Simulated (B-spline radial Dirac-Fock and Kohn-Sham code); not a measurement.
Relativistic shifts of the levels of P

System: atomic phosphorus, [Ne] 3s2 3p3.

Both columns are ΔSCF binding energies of the configuration average from a radial B-spline solver: non-relativistic Hartree-Fock with a point nucleus, and Dirac-Fock with a finite nucleus and the Coulomb interaction alone, averaged over the two j levels with weights 2j+1.

```tsv
shell	Hartree-Fock (eV)	Dirac-Fock (eV)	shift (eV)	shift (%)
1s	2148.1	2154.5	+6.39	+0.30
2s	197.0	198.0	+0.99	+0.50
3s	18.19	18.27	+0.08	+0.43
3p	8.84	8.83	-0.01	-0.15
```

Relativity binds 1s, 2s, 3s more strongly, among those listed most of all 2s in relative terms, and 3p more weakly.

Values without a named source are computed, but for edge energies of neutral atoms, which are taken from tables.
